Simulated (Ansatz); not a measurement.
Relaxed structures of InBH2F, doublet (PBE0-D4/def2-TZVP; forces vanish, vibrations not checked; lower isomers may exist, and structures with a doubtful reference or unclear bonds are left out; Å). Program: Ansatz 0.2.0. Basis: def2-TZVPP. Cores are frozen in the correlated methods; orbitals are unrestricted. Filled d shells of the heavier atoms are correlated. Core potentials replace the inner electrons of the atoms past krypton. The def2 sets are not built for correlating such inner shells, so the correlated values are less sure here.

Question: Rank them by CCSD(T) energy, lowest first, and give each one's height above the lowest. Links in brackets join atoms within 1.22 times the sum of their covalent radii (1.1 for two metals). (Judge from chemistry; the value comes from the calculation.)
A.
InBH₂F ([F][B][InH2])
```
5
angstrom
F 0.7218 -1.7500 1.7949
B 0.5346 -0.9647 0.8003
In -0.3295 0.5877 -0.4812
H -1.3726 0.0171 -1.7103
H 0.4456 2.1100 -0.4037
```
B.
InBH₂F ([F][BH][InH])
```
5
angstrom
F 0.2043 -1.4424 2.1877
B 0.7031 -1.1615 0.9892
In -0.3829 0.1860 -0.4131
H -1.3964 0.2905 -1.8059
H 1.8570 -1.4312 0.7802
```
C.
InBH₂F ([BH2][In][F])
```
5
angstrom
F 0.8563 -2.1672 2.2759
B -0.3489 0.5848 -0.4502
In 0.4495 -0.9244 0.8531
H -1.0205 0.1350 -1.3242
H 0.2593 1.6071 -0.4038
```

Answer: By the calculation: B (0.00 kcal/mol), C (7.73 kcal/mol), A (22.04 kcal/mol). Heights count from the lowest.

T1 diagnostic: at most 0.021. ⟨S²⟩ of the unrestricted Hartree–Fock references: 0.77 to 0.78 (a pure state has 0.75).

For scale, one of the runs: CCSD(T)/def2-TZVPP, 140 basis functions, launched by `ansatz run in.yaml --threads 2 --pin off --events-out ev --progress --plain --max-ram 4352MiB`. Time: 100 s of wall clock on 2 CPU threads of an Arm Neoverse V2; the host was shared. Peak host memory: 2.2 GiB.
